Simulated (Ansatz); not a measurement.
Ansatz results at the PBE0-D4/def2-TZVP geometry: size of the dipole moment (B3LYP/def2-TZVPP) 2.12 D; LUMO energy (B3LYP/def2-TZVPP) 0.20 eV; HOMO–LUMO gap (ωB97M-V/def2-TZVPP) 12.45 eV.

Each molecule was computed in one conformer, which needn't be the lowest.

Task: Which molecule gave them?
A. `BrC(Br)=C(Br)Br`
B. `Cc1cccc(O)c1C`
C. `CCOC(=O)C(C)CC`
D. `IP(I)I`

Result: C. The others give `BrC(Br)=C(Br)Br`: 0.00, -1.33, 10.20; `IP(I)I`: 0.02, -3.01, 8.25; `Cc1cccc(O)c1C`: 1.98, -0.23, 10.30.

B3LYP here is the variant with VWN-RPA as its local correlation; programs differ in this.
